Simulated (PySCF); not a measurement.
From one molecule to another.

First species: H6PSi (charge +1).
SMILES: `[PH3+][SiH3]`

Second species: C5H8F2.
SMILES with atom numbers: `[CH3:1][CH2:2][CH:3]1[C@@H:4]([F:5])[C@@H:6]1[F:7]` (hydrogens: H8, H9, H10 on C1; H11, H12 on C2; H13 on C3; H14 on C4; H15 on C6)

Geometry (GFN2-xTB, Å), atoms numbered from 1 in this order:
```
atom  x, y, z in Å
C1    -1.617   -0.476    1.250
C2    -0.691    0.600    0.689
C3     0.655    0.017    0.322
C4     0.865   -0.645   -1.013
F5    -0.161   -0.662   -1.908
C6     1.504    0.676   -0.725
F7     2.855    0.702   -0.552
H8    -2.576   -0.043    1.521
H9    -1.785   -1.251    0.508
H10   -1.182   -0.932    2.137
H11   -0.548    1.390    1.429
H12   -1.146    1.043   -0.199
H13    1.191   -0.439    1.145
H14    1.470   -1.538   -1.105
H15    1.161    1.566   -1.236
```

Levels: CAM-B3LYP/def2-SVPD for HOMO energy, LUMO energy, HOMO–LUMO gap, static isotropic polarisability and electronic spatial extent ⟨r²⟩ about the centre of nuclear charge; TDDFT CAM-B3LYP/def2-SVPD for lowest singlet excitation; TDA CAM-B3LYP/def2-SVPD for lowest triplet excitation (Tamm–Dancoff); GFN2-xTB for rotational constant A and rotational constant C. Geometries: GFN2-xTB. Each species is one conformer at its optimised geometry, gas phase, non-relativistic unless stated. Electronic properties by PySCF.

The conformers computed, where there is a choice (atom-mapped SMILES and torsion angles):
- `[CH3:1][CH2:2][CH:3]1[C@@H:4]([F:5])[C@@H:6]1[F:7]`: C1–C2–C3–C4 84°

```
                                                         property    column X   column Y
                                                      HOMO energy   -17.06 eV   -9.58 eV
                                                      LUMO energy    -4.75 eV    1.29 eV
                                                    HOMO–LUMO gap    12.31 eV   10.87 eV
                                        lowest singlet excitation     8.44 eV    7.54 eV
                         lowest triplet excitation (Tamm–Dancoff)     7.76 eV    7.16 eV
                                  static isotropic polarisability     47.7 au    59.3 au
electronic spatial extent ⟨r²⟩ about the centre of nuclear charge   287 bohr²  861 bohr²
                                            rotational constant A  47.158 GHz  3.976 GHz
                                            rotational constant C   4.896 GHz  1.377 GHz
```

(1) Which column belongs to which species?

(2) How does each property change from the first species to the second?

## Answers

(1) Column X is the first species and column Y the second. The first has 8 atoms and 34 electrons, the second 15 and 56; their charges are +1 and 0, their HOMO energies -17.06 eV and -9.58 eV.

(2) HOMO energy +7.48 eV; LUMO energy +6.04 eV; HOMO–LUMO gap -1.44 eV; lowest singlet excitation -0.90 eV; lowest triplet excitation (Tamm–Dancoff) -0.60 eV; static isotropic polarisability +11.6 au; electronic spatial extent ⟨r²⟩ about the centre of nuclear charge +574 bohr²; rotational constant A -43.182 GHz; rotational constant C -3.519 GHz.

On the first: The vertical singlet–triplet gap S1 − T1 is 0.68 eV (TDDFT singlet less Tamm–Dancoff triplet). S1 lies 3.87 eV below the HOMO–LUMO gap.

On the second: The polarisability is 8.79 Å³ as a volume (1 au = 0.148185 Å³), or 1.06 au for each of the 56 electrons. The principal polarisabilities are 54.0, 56.8 and 67.2 au; their mean is the isotropic value.
